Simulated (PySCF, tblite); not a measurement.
Isomers of C6H12Cl2Si, one GFN2-xTB conformer each. Single-point energies are computed at PBE0/pcSseg-1 (PySCF, gas phase, no added dispersion term), electronic only.

```
                         SMILES  GFN2-xTB relative energy (kJ/mol)
CC[C@@H]1C[C@@]1([SiH3])C(Cl)Cl                               57.8
          C=C(C)[Si@H](Cl)CCCCl                                0.0
         CC[Si@H](CCl)C1(Cl)CC1                              125.0
     CC(C)=C[SiH2][C@@H](Cl)CCl                               94.8
```

Conformers: `[CH3:1][CH2:2][C@@H:3]1[CH2:4][C@@:5]1([SiH3:6])[CH:7]([Cl:8])[Cl:9]` with C1–C2–C3–C4 -87°, C4–C5–C7–Cl8 158°; `[CH2:1]=[C:2]([CH3:3])[Si@H:4]([Cl:5])[CH2:6][CH2:7][CH2:8][Cl:9]` with C1–C2–Si4–Cl5 120°, C2–Si4–C6–C7 178°, Si4–C6–C7–C8 178°, C6–C7–C8–Cl9 -66°; `[CH3:1][CH2:2][Si@H:3]([CH2:4][Cl:5])[C:6]1([Cl:7])[CH2:8][CH2:9]1` with C1–C2–Si3–C4 175°, C2–Si3–C4–Cl5 67°, C2–Si3–C6–Cl7 60°; `[CH3:1][C:2]([CH3:3])=[CH:4][SiH2:5][C@@H:6]([Cl:7])[CH2:8][Cl:9]` with C2–C4–Si5–C6 -93°, C4–Si5–C6–Cl7 -61°, Si5–C6–C8–Cl9 65°.

Task: What does PBE0/pcSseg-1 give for the same structures?

Result: 
```csv
SMILES,PBE0/pcSseg-1 E (Eh),PBE0/pcSseg-1 (kJ/mol),GFN2-xTB (kJ/mol),point group
C=C(C)[Si@H](Cl)CCCCl,-1445.00947,0.0,0.0,C1
CC(C)=C[SiH2][C@@H](Cl)CCl,-1444.95214,150.5,94.8,C1
CC[Si@H](CCl)C1(Cl)CC1,-1444.95211,150.6,125.0,C1
CC[C@@H]1C[C@@]1([SiH3])C(Cl)Cl,-1444.93121,205.5,57.8,C1
```

Both levels put the same isomer lowest; measured from each level's own lowest isomer, the values differ by up to 147.7 kJ/mol (CC[C@@H]1C[C@@]1([SiH3])C(Cl)Cl: 57.8 against 205.5). As drawn, the lowest has a C=C bond outside aromatic rings, which the highest lacks; the highest has a three-membered ring, which the lowest lacks. Neighbours under 10 kJ/mol apart (CC(C)=C[SiH2][C@@H](Cl)CCl and CC[Si@H](CCl)C1(Cl)CC1) can change places with a better method, another conformer or zero-point energy.

Task: Which frontier levels, dipoles and rotational constants go with these structures?

Result: 
| SMILES | HOMO (eV, PBE0/pcSseg-1) | LUMO (eV) | dipole (D) | A, B, C (MHz) |
| --- | --- | --- | --- | --- |
| C=C(C)[Si@H](Cl)CCCCl | -7.82 | -0.46 | 0.85 | 1557, 425.5, 352.8 |
| CC(C)=C[SiH2][C@@H](Cl)CCl | -7.43 | -0.44 | 1.76 | 1006, 710.3, 513.5 |
| CC[Si@H](CCl)C1(Cl)CC1 | -7.75 | 0.42 | 2.14 | 1245, 605.8, 521.5 |
| CC[C@@H]1C[C@@]1([SiH3])C(Cl)Cl | -8.23 | 0.08 | 2.05 | 1148, 741.7, 570.8 |

Task: What happens when harmonic zero-point energies from GFN2-xTB frequencies are added?

Result: 
```
                         SMILES  ZPE (kJ/mol)  electronic (kJ/mol)  with ZPE (kJ/mol)
          C=C(C)[Si@H](Cl)CCCCl         428.7                  0.0                0.0
     CC(C)=C[SiH2][C@@H](Cl)CCl         419.3                150.5              141.1
         CC[Si@H](CCl)C1(Cl)CC1         427.5                150.6              149.4
CC[C@@H]1C[C@@]1([SiH3])C(Cl)Cl         418.8                205.5              195.6
```

The zero-point energies span 9.9 kJ/mol. The order is unchanged.
